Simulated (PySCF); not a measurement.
Assignment exercise: C₆H₅BO₂

Geometry:
```tsv
atom	x (Å)	y (Å)	z (Å)
B1	2.501	0.395	0.759
O2	1.775	-0.743	1.043
C3	0.547	-0.536	0.472
C4	-0.551	-1.365	0.460
C5	-1.679	-0.890	-0.204
C6	-1.689	0.357	-0.821
C7	-0.570	1.187	-0.802
C8	0.538	0.707	-0.143
O9	1.760	1.301	0.030
H10	3.620	0.571	1.099
H11	-0.533	-2.333	0.943
H12	-2.569	-1.507	-0.241
H13	-2.586	0.691	-1.328
H14	-0.567	2.158	-1.279
```

PySCF 2.14.0 with density-fitted response routines calculation with geometry: PBE0-D3(BJ)/def2-TZVP and shielding tensors at B97-2/pcSseg-2 (GIAO); single conformer, non-relativistic Hamiltonian, averaged over atoms made equivalent by symmetry, fast rotation or ring inversion, in vacuum.

Referencing at the same level of theory: ¹³C (185.38 ppm) and ¹H (31.64 ppm) vs TMS.

Question: Assign these signals to the numbered atoms. ¹³C{¹H} NMR (computed): δ 156.4, 129.2, 118.6.

Answer: 
| δ (ppm) | atoms | environment | reason |
| --- | --- | --- | --- |
| 156.4 | C3/C8 | aromatic carbon bearing oxygen | σ withdrawal by the attached heteroatom moves it downfield of the ring CH carbons |
| 129.2 | C5/C6 | aromatic CH | the aromatic region |
| 118.6 | C4/C7 | aromatic CH | – |

Question: Assign these signals to the numbered atoms. ¹H NMR (500 MHz, computed): δ 7.52 (m, 2H), 7.41 (m, 2H), 5.02 (br, 1H).

Answer: 
```tsv
δ (ppm)	atoms	environment	reason
7.52	H11/H14	hydrogen on an aromatic CH	the ring current deshields protons in the ring plane
7.41	H12/H13	hydrogen on an aromatic CH	–
5.02	H10	hydrogen on a boron bonded to 2 O, in a 5-membered ring	–
```

H11/H14 and H12/H13 lie closer than the usual error of such a calculation, so a measured spectrum could show them in the other order.

Hydrogens on boron are broadened and split by ¹¹B (spin 3/2, 80 %) and 10B (spin 3). Shifts are as computed. Against solution values, carbons near 30 ppm lie about +3 ppm off and those near 130 ppm about +7 ppm. Of 1309 compounds with measured shifts, 239 miss one by over three times the rms of a fit or turn the order of signals round; such compounds aren't used in these exercises. No couplings were computed; multiplicities are counted from neighbouring protons, with m where these are inequivalent, close in shift, in a saturated or five-membered ring or joined by F or P, and br s for small geminal =CH2 splittings.
